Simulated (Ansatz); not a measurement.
Input file for `C=C(F)Br`:

```yaml
crystal:
  periodic: [false, false, false]
  atoms:
    - {symbol: C, position_ang: [0.611056, 0.153237, 0.459182]}
    - {symbol: C, position_ang: [-0.466170, -0.042750, -0.272967]}
    - {symbol: F, position_ang: [-1.584204, 0.644970, -0.103326]}
    - {symbol: Br, position_ang: [-0.617584, -1.297523, -1.655944]}
    - {symbol: H, position_ang: [0.595286, 0.906001, 1.236686]}
    - {symbol: H, position_ang: [1.503714, -0.427936, 0.290267]}
basis:
  gaussian: {orbitals: def2-SVP}
correlation: {method: ccsd_t}
```

```sh
$ ansatz run in.yaml --threads 2 --pin off --events-out ev --progress --plain --max-ram 32768MiB --backend cpu
```

Output of Ansatz, abridged:

```
Functional definition: HF
828 factors; integrals over basis functions are off by at most 1.4e-3 eV
mean field evaluation 1: about -74781.4139 eV, gradient 3.0e1 eV
mean field evaluation 2: about -74781.4798 eV, gradient 3.0e1 eV
mean field evaluation 4: about -74783.8427 eV, gradient 2.9e0 eV
mean field evaluation 8: about -74783.8952 eV, gradient 3.9e-1 eV
mean field -74783.89611199 eV, -2748.2574917702 hartree, gradient 1.8e-6 eV, S^2 0.000000; 0 other end points of the search recorded, 0 dependent functions left out
12 core orbitals not correlated: weight in the atoms' cores, before any rotation towards them, 1.000 or more for the frozen orbitals, at most 0.000 for the correlated occupied ones
reference -74783.89611199 eV, -2748.2574917702 hartree; 17, 17 occupied and 55, 55 virtual orbitals, 828 factors
second order -18.43109167 eV of doubles, -0.00000000 eV of singles
cycle   1  -18.46035095 eV  change   -2.9e-2 eV  update   9.3e-2
cycle   2  -18.88019951 eV  change   -4.2e-1 eV  update   2.9e-2
cycle   3  -18.98607403 eV  change   -1.1e-1 eV  update   1.5e-2
cycle   4  -18.98031781 eV  change    5.8e-3 eV  update   3.6e-3
cycle   5  -18.98066492 eV  change   -3.5e-4 eV  update   1.5e-3
cycle   6  -18.98142197 eV  change   -7.6e-4 eV  update   3.3e-4
cycle   7  -18.98123225 eV  change    1.9e-4 eV  update   1.0e-4
cycle   8  -18.98121137 eV  change    2.1e-5 eV  update   3.0e-5
perturbative correction -0.53225388 eV, -0.0195599692 hartree
Total energy: -74803.40957723 eV, -2748.9745983912 hartree
```

Run time 8.5 s (2 threads of a server CPU on a shared host); peak host memory 0.38 GiB.

The correlation energy is -19.513 eV, 2.7 % of it from (T); the T1 diagnostic reads 0.0098.
